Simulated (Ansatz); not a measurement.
Ideal-gas functions of `Cl[C@H](Br)[C@H](Cl)Br` at 800 K and 1 bar, from an Ansatz frequency run at PBE0-D4/def2-TZVP.

Molar mass 256.75 g/mol, point group C2 (symmetry number 2), electronic degeneracy 1, moments of inertia 465.697, 661.981, 1110.767 u Å². Harmonic wavenumbers (cm⁻¹, unscaled): 46, 119, 203, 213, 261, 297, 303, 667, 691, 769, 803, 1066, 1167, 1189, 1213, 1324, 3155, 3169.

Use S(trans) = R[1.5 ln M + 2.5 ln T − 1.1517]; rotational temperatures θ = 24.2544 K / I; S(rot) = R[ln(√π/σ · √(T³/θAθBθC)) + 1.5]; for each mode x = 1.438777 ν̃/T, S = R[x/(eˣ − 1) − ln(1 − e⁻ˣ)] and H = RT x/(eˣ − 1); 1 cm⁻¹ = 0.0119627 kJ/mol; R = 8.31446 J/(mol·K).

Question: By hand: the entropy, in J/(mol·K).

Answer: Translation 198.6. Rotation: θ = 0.0521, 0.0366, 0.0218 K, giving 136.8. Vibration, mode by mode: 29.04, 21.15, 16.74, 16.34, 14.68, 13.63, 13.46, 7.28, 7.02, 6.25, 5.95, 4.07, 3.53, 3.42, 3.30, 2.82, 0.19, 0.19, in all 169.1. Electronic 0.0. Sum 504.5 J/(mol·K).

Question: By hand: H − E and G − E in kJ/mol, counted from the electronic energy.

Answer: Zero-point energy ½ × 16655 × 0.0119627 = 99.6; thermal vibration 61.2; translation, rotation and pV give 4 RT = 26.6. H − E = 187.4 kJ/mol, and G − E = 187.4 − 800 × 504.5/1000 = -216.2 kJ/mol.

Vibration gives 34 % of the entropy, 50.2 J/(mol·K) of it from the modes under 150 cm⁻¹: soft modes count most, and the harmonic formula is weakest for them. The sum counts one conformer and one mirror image; others add a mixing term.
